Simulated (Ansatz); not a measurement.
Si₂H₄Se₂⁺, that is cyclo-(H2SiSe)2 with one electron fewer, relaxed as a doublet with UKS PBE0-D4/def2-SVP in Ansatz, starting from the PBE0-D4/def2-SVP geometry of the neutral singlet. Force threshold 0.02 eV/Å.

Start:

Cartesian coordinates in Å:
```
Si -0.525 -0.163 1.369
H 0.017 0.499 2.590
H -1.685 -1.015 1.760
Se 1.082 -1.359 0.253
Si 0.525 0.163 -1.369
H 1.685 1.016 -1.757
H -0.015 -0.497 -2.592
Se -1.085 1.356 -0.255
```

```tsv
step	energy (eV)	largest force component (eV/Å)	SCF passes
1	-146470.5101	0.432	16
2	-146470.5517	0.319	21
3	-146470.5626	0.099	19
4	-146470.5632	0.007	17
```

Force components are those of the run's own axes.

End:

```xyz
8

Si   -0.523   -0.162    1.363
H     0.080    0.538    2.532
H    -1.691   -1.037    1.669
Se    1.104   -1.385    0.259
Si    0.523    0.162   -1.363
H     1.691    1.038   -1.665
H    -0.077   -0.536   -2.535
Se   -1.106    1.384   -0.260
```

By distances, no bond broke or formed. The bond that changes most is Si5–Se8, from 2.29 to 2.32 Å (atoms count from 1).

No frequencies were taken in this run, so the end may be a saddle point.

It took 19 s on 4 threads of Arm Neoverse N1 on a shared host.
